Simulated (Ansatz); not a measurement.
Reaction (redistribution): `F[SiH2]S[SiH](F)F` + `O=C[SiH2]Cl` → `O=C[SiH2]F` + `F[SiH](F)S[SiH2]Cl`

Program: Ansatz. Geometries: PBE0-D4/def2-TZVP. ΔE: electronic, gas phase. CBS: MP2 limit from def2 TZ/QZ plus the TZ coupled-cluster correction, frozen cores. DFT in def2-TZVPP. B3LYP here is the variant with VWN-RPA as its local correlation; programs differ in this. HSE06 is defined as in plane-wave codes. Each species was taken in one conformer, which may not be the lowest.

| level | ΔE (kJ/mol) | difference from CCSD(T)/CBS |
| --- | --- | --- |
| LDA (SPW92) | 7.9 | 2.0 |
| PBE-D4 | 6.6 | 0.7 |
| revPBE-D4 | 5.9 | 0.0 |
| BLYP-D4 | 5.6 | -0.3 |
| r2SCAN-D4 | 7.5 | 1.6 |
| PBE0-D4 | 6.1 | 0.2 |
| B3LYP-D4 | 5.4 | -0.5 |
| r2SCANh-D4 | 7.2 | 1.3 |
| r2SCAN0-D4 | 6.8 | 0.9 |
| HSE06-D4 | 6.1 | 0.2 |
| BHLYP-D4 | 5.0 | -0.9 |
| CAM-B3LYP-D4 | 5.9 | 0.0 |
| ωB97X-V | 6.2 | 0.3 |
| ωB97M-V | 6.2 | 0.3 |
| B2PLYP | 6.7 | 0.8 |
| PBE-QIDH | 6.3 | 0.4 |
| PBE | 8.0 | 2.1 |
| revPBE | 8.1 | 2.2 |
| BLYP | 8.1 | 2.2 |
| r2SCAN | 7.8 | 1.9 |
| PBE0 | 7.3 | 1.4 |
| B3LYP | 7.6 | 1.7 |
| r2SCANh | 7.6 | 1.7 |
| HSE06 | 7.4 | 1.5 |
| BHLYP | 7.1 | 1.2 |
| CAM-B3LYP | 7.3 | 1.4 |
| LC-ωPBE | 6.7 | 0.8 |
| RPA@PBE/def2-TZVPP | 5.5 | -0.4 |
| HF/def2-SVP | 5.7 | -0.2 |
| MP2/def2-SVP | 4.7 | -1.2 |
| CCSD/def2-SVP | 5.0 | -0.9 |
| CCSD(T)/def2-SVP | 5.1 | -0.8 |
| HF/def2-TZVPP | 7.2 | 1.3 |
| MP2/def2-TZVPP | 5.0 | -0.9 |
| SCS-MP2/def2-TZVPP | 5.2 | -0.7 |
| CCSD/def2-TZVPP | 6.2 | 0.3 |
| HF/def2-QZVPP | 7.5 | 1.6 |
| MP2/def2-QZVPP | 5.0 | -0.9 |
| HF/CBS(def2) | 7.6 | 1.7 |
| CCSD/CBS(def2) | 6.0 | 0.1 |
| CCSD(T)/CBS | 5.9 | 0 |

Largest T1 diagnostic among the species: 0.014.

Leaving LDA and LC-ωPBE aside and taking each functional with its dispersion term where it has one, the values, not all of them listed here, spread over 2.5 kJ/mol, from BHLYP-D4 to B97M-V.
